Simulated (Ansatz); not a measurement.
Ansatz (a quantum-chemistry and plane-wave program) input (CCSD(T)/def2-SVPD):

Ansatz 0.2 input:
```yaml
crystal:
  periodic: [false, false, false]
  atoms:
    - {symbol: Sb, position_ang: [-0.00000000, -0.00000000, 0.00000000]}
    - {symbol: H, position_ang: [-0.01070777, 0.00403362, 1.77431359]}
    - {symbol: H, position_ang: [0.01070777, -0.00403362, -1.77431359]}
    - {symbol: H, position_ang: [1.71491811, -0.02915935, 0.01041561]}
    - {symbol: H, position_ang: [-0.83218633, 1.49976588, -0.00843162]}
    - {symbol: H, position_ang: [-0.88273178, -1.47060652, -0.00198399]}
basis:
  gaussian:
    orbitals: def2-SVPD
magnetization: {spin_polarized: false}
correlation: {method: ccsd_t, electrons: outside_noble_gas}
output: {forces: true}
```

End of the output:

```
cycle   6  -5.00356535 eV  change   -1.2e-5 eV  update   3.4e-4
cycle   7  -5.00364480 eV  change   -7.9e-5 eV  update   1.3e-4
cycle   8  -5.00366170 eV  change   -1.7e-5 eV  update   4.0e-5
cycle   9  -5.00364803 eV  change    1.4e-5 eV  update   1.0e-5
cycle  10  -5.00364708 eV  change    9.6e-7 eV  update   3.6e-6
perturbative correction -0.11368204 eV, -0.0041777379 hartree
the calculation of the forces begins
Total energy: -6590.62076697 eV, -242.2008459030 hartree
Atom 0 at    -0.000000    -0.000000     0.000000 Å, force    -0.000000    -0.000000     0.000000 eV/Å
Atom 1 at    -0.010708     0.004034     1.774314 Å, force    -0.000306     0.000115     0.050648 eV/Å
Atom 2 at     0.010708    -0.004034    -1.774314 Å, force     0.000306    -0.000115    -0.050648 eV/Å
Atom 3 at     1.714918    -0.029159     0.010416 Å, force     0.077513    -0.001318     0.000471 eV/Å
Atom 4 at    -0.832186     1.499766    -0.008432 Å, force    -0.037614     0.067788    -0.000381 eV/Å
Atom 5 at    -0.882732    -1.470607    -0.001984 Å, force    -0.039899    -0.066470    -0.000090 eV/Å
Dipole moment:     0.000000    -0.000000    -0.000000 e Å
```
